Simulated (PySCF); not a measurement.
Computed data sheet: `OB(O)[C@@]12CC[C@@H]1C2`

Compound: C₅H₉BO₂.
SMILES with atom numbers: `[OH:1][B:2]([OH:3])[C@@:4]12[CH2:5][CH2:6][C@@H:7]1[CH2:8]2` (hydrogens: H9 on O1; H10 on O3; H11, H12 on C5; H13, H14 on C6; H15 on C7; H16, H17 on C8)

Structural features include: three-coordinate boron, cyclopropane ring and cyclobutane ring.

From PBE0-D3(BJ)/def2-SVP geometry optimisation, gas phase (PySCF):

```
Point group                  : C1
Rotational constants A, B, C : 3.706, 1.622, 1.287 GHz
```

B3LYP/def2-SVPD ground state, ΔSCF and vertical TDDFT (core frozen in the response) (PySCF):

```
Dipole moment                                                     : 2.25 D
HOMO energy                                                       : -6.91 eV
LUMO energy                                                       : -0.60 eV
HOMO–LUMO gap                                                     : 6.31 eV
Lowest singlet excitation                                         : 5.62 eV (221 nm, f = 0.005)
Strongest line among the 10 lowest singlet transitions            : S3 at 6.76 eV (183 nm, f = 0.101)
Lowest triplet excitation (Tamm–Dancoff)                          : 5.58 eV
Static isotropic polarisability                                   : 77.0 au
Vertical ionisation energy                                        : 9.05 eV
Electronic spatial extent ⟨r²⟩ about the centre of nuclear charge : 968 bohr²
```

B3LYP/pcSseg-1 ground state and GIAO shieldings, non-relativistic (PySCF):

```
13C chemical shifts (computed TMS as zero) by class         : 25.5 (C5), 25.2 (C8), 24.9 (C6), 24.5 (C7), 12.0 (C4) ppm
1H chemical shifts (computed TMS as zero) by class          : 2.50 (H9/H10), 2.14 (H12), 1.94 (H13), 1.56 (H15), 1.38 (H14), 1.20 (H11), 1.13 (H16), 0.67 (H17) ppm
Isotropic shieldings of nuclei other than C and H, by class : 68 (B2), 218 (O1/O3) ppm
```

B3LYP/pcJ-1 indirect spin-spin coupling, non-relativistic, gas phase; spin–dipole term left out for some pairs (PySCF):

```
Largest of the computed one-bond spin–spin couplings (means over like bonds) : 13C–1H +183.6 (C7–H15), 13C–1H +170.9 (C8–H17), 13C–1H +165.3 (C8–H16), 13C–1H +144.3 (C5–H12), 13C–1H +141.2 (C6–H13), 13C–1H +140.1 (C6–H14), 13C–1H +140.1 (C5–H11), 13C–11B +104.9 (C4–B2) Hz
```

Monoisotopic mass (most abundant isotopes): 112.0696 u.

In atomic units the dipole is 0.88 e·bohr (1 au = 2.5417 D). With B = h/(8π²I), that is 505.379 GHz u Å² over I, the principal moments of inertia are 136.4, 311.6 and 392.8 u Å² (most abundant isotopes); the inertial defect Ic − Ia − Ib is -55.2 u Å² (zero for a rigid planar frame, negative otherwise). In wavenumbers S1 is 45300 cm⁻¹ (1 eV = 8065.54 cm⁻¹). The principal polarisabilities are 65.6, 76.5 and 88.8 au; their mean is the isotropic value.

 NMR classes are plain means over equivalent atoms (diastereotopic ones count apart unless rotation or inversion swaps them), as if these changed places fast; in this geometry the members of some classes differ.

Conformer computed: `[OH:1][B:2]([OH:3])[C@@:4]12[CH2:5][CH2:6][C@@H:7]1[CH2:8]2`: O1–B2–C4–C5 -172°, H–O1–B2–O3 -2°, H–O3–B2–O1 -1°.

One conformer stands for the species.
